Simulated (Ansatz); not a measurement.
tellurium atom (Te), triplet (core potentials on Te).

Here is a job for Ansatz (a program for electronic structure).
Ansatz 0.2 input:
```yaml
crystal:
  periodic: [false, false, false]
  atoms:
    - {symbol: Te, position_ang: [0.00000000, 0.00000000, 0.00000000]}
basis:
  gaussian:
    orbitals: def2-SV_P_.json
hamiltonian:
  xc: pbe0
magnetization: {spin_polarized: true, initial_magnetization: 2}
```
The basis file holds def2-SV(P) in the JSON format of the Basis Set Exchange.

Question: What is the computed number of basis functions (PBE0/def2-SV(P) in Ansatz)?

Answer: 26

Question: Give the <S^2> at the level PBE0/def2-SV(P).

Answer: 2.002

Question: Give the total energy at the level PBE0/def2-SV(P).

Answer: -267.9860 Eh
